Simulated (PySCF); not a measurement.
# Excitation energy of Ho⁺ by level of theory

Ho⁺ [Xe] 4f11 6s1 (high-spin determinant) → Ho⁺ [Xe] 4f10 6s2 (high-spin determinant), as a difference of total energies. Computed with PySCF 2.14 in x2c-TZVPPall (11s7p7d4f2g, 113 functions), with the spin-free X2C one-electron Hamiltonian (Gaussian nucleus). Correlated levels: valence: [Kr] 4d10 frozen; valence and next inner shell: [Ar] 3d10 frozen. The calculations carry no spin-orbit coupling.

```tsv
method	excitation energy (eV)
UHF	-1.706
LDA	2.741
PBE	2.543
PBE0	1.625
r2SCAN	2.124
MP2 (valence)	1.724
SCS-MP2 (valence)	1.277
MP2 (valence and next inner shell)	2.158
SCS-MP2 (valence and next inner shell)	1.560
```

**Question.** How much does correlation contribute at MP2 (valence and next inner shell)?

**Answer.** 2.158 − (-1.706) = 3.864 eV, measured against UHF.

A first-order spin-orbit estimate (lowest level to lowest level, LS coupling) adds -0.051 eV.

The determinant of the upper state and of the lower state mixes LS terms, which raises its energy above the lowest term, most at the Hartree-Fock and MP2 levels.
